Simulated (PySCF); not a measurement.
Sn(Cl)(Br)(OH)2 (BrClH2O2Sn), SMILES [Cl][Sn]([OH])([Br])[OH]. Atoms are numbered in the order given.

```xyz
7

O     -1.0266    -1.6960     1.0744
Sn     0.2033    -0.4300     0.2293
O      1.5708    -1.5198    -0.6654
Cl     1.2536     0.9322     1.8052
Br    -1.0746     0.9974    -1.3084
H     -0.5700    -2.5227     1.2812
H      2.3507    -1.0054    -0.9099
```
Charge 0, spin multiplicity 1.

Geometry optimised at PBE0-D3(BJ)/def2-SVP. The structure was generated by enumeration; whether it is a known compound was not checked. The def2 effective core potentials stand for the cores of Sn; spin–orbit coupling is left out. One conformer was computed; it need not be the lowest.

Method: PBE0-D3(BJ)/def2-SVP (PySCF).

Frequencies are harmonic and unscaled.

```json
[
 {"mode": "1", "ν (cm⁻¹)": "62", "IR (km/mol)": "56.4", "Raman (Å⁴/amu)": "2.0", "depolarisation": "0.75", "moving atoms (share of kinetic energy)": "H 41 %, O 34 %, Cl 16 %"},
 {"mode": "2", "ν (cm⁻¹)": "95", "IR (km/mol)": "11.6", "Raman (Å⁴/amu)": "2.4", "depolarisation": "0.73", "moving atoms (share of kinetic energy)": "Cl 29 %, O 25 %, H 20 %, Br 16 %, Sn 9 %"},
 {"mode": "3", "ν (cm⁻¹)": "105", "IR (km/mol)": "2.0", "Raman (Å⁴/amu)": "1.5", "depolarisation": "0.70", "moving atoms (share of kinetic energy)": "H 68 %, Cl 15 %"},
 {"mode": "4", "ν (cm⁻¹)": "130", "IR (km/mol)": "26.3", "Raman (Å⁴/amu)": "1.8", "depolarisation": "0.67", "moving atoms (share of kinetic energy)": "O 42 %, Sn 27 %, H 11 %, Br 10 %, Cl 10 %"},
 {"mode": "5", "ν (cm⁻¹)": "154", "IR (km/mol)": "7.2", "Raman (Å⁴/amu)": "1.5", "depolarisation": "0.73", "moving atoms (share of kinetic energy)": "O 55 %, H 22 %, Cl 12 %, Sn 10 %"},
 {"mode": "6", "ν (cm⁻¹)": "167", "IR (km/mol)": "33.4", "Raman (Å⁴/amu)": "3.9", "depolarisation": "0.67", "moving atoms (share of kinetic energy)": "O 64 %, H 13 %, Br 11 %"},
 {"mode": "7", "ν (cm⁻¹)": "199", "IR (km/mol)": "98.9", "Raman (Å⁴/amu)": "1.2", "depolarisation": "0.74", "moving atoms (share of kinetic energy)": "O 54 %, H 37 %"},
 {"mode": "8", "ν (cm⁻¹)": "274", "IR (km/mol)": "49.0", "Raman (Å⁴/amu)": "8.8", "depolarisation": "0.10", "moving atoms (share of kinetic energy)": "Br 56 %, Sn 37 %"},
 {"mode": "9", "ν (cm⁻¹)": "387", "IR (km/mol)": "65.9", "Raman (Å⁴/amu)": "10.0", "depolarisation": "0.20", "moving atoms (share of kinetic energy)": "Cl 75 %, Sn 23 %"},
 {"mode": "10", "ν (cm⁻¹)": "640", "IR (km/mol)": "65.4", "Raman (Å⁴/amu)": "21.6", "depolarisation": "0.06", "moving atoms (share of kinetic energy)": "O 89 %, Sn 10 %"},
 {"mode": "11", "ν (cm⁻¹)": "659", "IR (km/mol)": "72.8", "Raman (Å⁴/amu)": "8.6", "depolarisation": "0.50", "moving atoms (share of kinetic energy)": "O 84 %, Sn 14 %"},
 {"mode": "12", "ν (cm⁻¹)": "857", "IR (km/mol)": "77.1", "Raman (Å⁴/amu)": "1.1", "depolarisation": "0.69", "moving atoms (share of kinetic energy)": "H 93 %"},
 {"mode": "13", "ν (cm⁻¹)": "887", "IR (km/mol)": "75.6", "Raman (Å⁴/amu)": "0.9", "depolarisation": "0.74", "moving atoms (share of kinetic energy)": "H 92 %"},
 {"mode": "14", "ν (cm⁻¹)": "3866", "IR (km/mol)": "119.9", "Raman (Å⁴/amu)": "122.4", "depolarisation": "0.29", "moving atoms (share of kinetic energy)": "H 94 %"},
 {"mode": "15", "ν (cm⁻¹)": "3880", "IR (km/mol)": "101.4", "Raman (Å⁴/amu)": "100.0", "depolarisation": "0.24", "moving atoms (share of kinetic energy)": "H 94 %"}
]
```
